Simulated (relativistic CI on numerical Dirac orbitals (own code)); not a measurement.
**W⁶⁺: L2,3 absorption edge**

Computed with this model: Dirac-Coulomb-Breit CI, KLI orbitals optimised for each configuration, QED by a radiative potential, valence Slater integrals scaled by 0.8, multiplet model of core-to-valence dipole absorption; configurations [Xe] 4f14 → [He] 2s2 2p5 3s2 3p6 3d10 4s2 4p6 4d10 4f14 5s2 5p6 5d; 300 K; Lorentzian 7.5 eV and Gaussian 1 eV FWHM. Energies are those of the free ion, without screening or charge transfer. The branching ratio is the share of the lower-energy edge in the whole absorption, uncertain by about 0.02 where the edges overlap. S is read from ⟨S²⟩ = S(S + 1).

Field parameters in Wybourne normalisation: Oh B⁴₀ = 21Dq, B⁴₄ = √(5/14) B⁴₀. The field is a parameter set, without covalency.

free ion: ground-state S = 0.00, centroid 10601.31 eV, branching ratio 0.709. Peaks (eV, height): 10213.0 (100), 11550.0 (41).

Oh, 10Dq = 22550 cm⁻¹: ground-state S = 0.00, centroid 10601.31 eV, branching ratio 0.709. Peaks (eV, height): 10213.0 (100), 11549.5 (42).

Oh, 10Dq = 35100 cm⁻¹: ground-state S = 0.00, centroid 10601.31 eV, branching ratio 0.709. Peaks (eV, height): 10213.5 (100), 11549.0 (44).

The statistical ratio of this edge is 2/3 = 0.667. Values above it arise where the holes sit mainly in the j = l + 1/2 valence subshell or the ground state has high spin; values below it where core-valence Coulomb terms move weight to the upper edge, as in nearly empty shells. At deep edges of heavy elements the radial integrals of the two core levels differ, which raises the baseline.

Strongest unbroadened transitions for Oh, 10Dq = 35100 cm⁻¹:

| Energy (eV) | Relative strength |
| --- | --- |
| 10209.70 | 0.0 |
| 10209.83 | 27.2 |
| 10210.82 | 68.6 |
| 10214.45 | 2.9 |
| 10214.81 | 100.0 |
| 11548.54 | 57.4 |
| 11553.22 | 24.0 |
